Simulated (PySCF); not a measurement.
Au₂H₆S₂Si₃, multiplicity 1. Atoms are numbered in the order given.

```xyz
13

Au    -3.5309     0.0093    -0.8680
S     -2.0067    -0.8563     0.6149
Si    -1.6885     0.8272     1.9373
Si     0.0000     0.0000     3.3546
Si     1.6885    -0.8272     1.9373
S      2.0067     0.8563     0.6149
Au     3.5309    -0.0093    -0.8680
H     -2.9228     1.2009     2.6882
H     -1.1922     2.0362     1.2220
H      0.5352     1.0920     4.2233
H     -0.5352    -1.0920     4.2233
H      2.9228    -1.2009     2.6882
H      1.1922    -2.0362     1.2220
```
Charge 0, spin multiplicity 1.

Geometry optimised at B3LYP-D3(BJ)/def2-SVP. The spin state was assumed, not searched. The def2 effective core potentials stand for the cores of Au; spin–orbit coupling is left out. One conformer was computed; it need not be the lowest.

Level of theory: PySCF with PBE/def2-SVP.

ESP charges are fitted to the potential on shells at 1.4 to 2.0 van der Waals radii. Atomic charges (e):

| atom | Löwdin | ESP fit |
|---|---|---|
| Au1 | -0.18 | 0.25 |
| S2 | 0.12 | -0.37 |
| Si3 | 0.21 | -0.16 |
| Si4 | 0.11 | 0.73 |
| Si5 | 0.21 | -0.16 |
| S6 | 0.12 | -0.37 |
| Au7 | -0.18 | 0.25 |
| H8 | -0.08 | 0.00 |
| H9 | -0.07 | 0.07 |
| H10 | -0.06 | -0.16 |
| H11 | -0.06 | -0.16 |
| H12 | -0.08 | 0.00 |
| H13 | -0.07 | 0.07 |
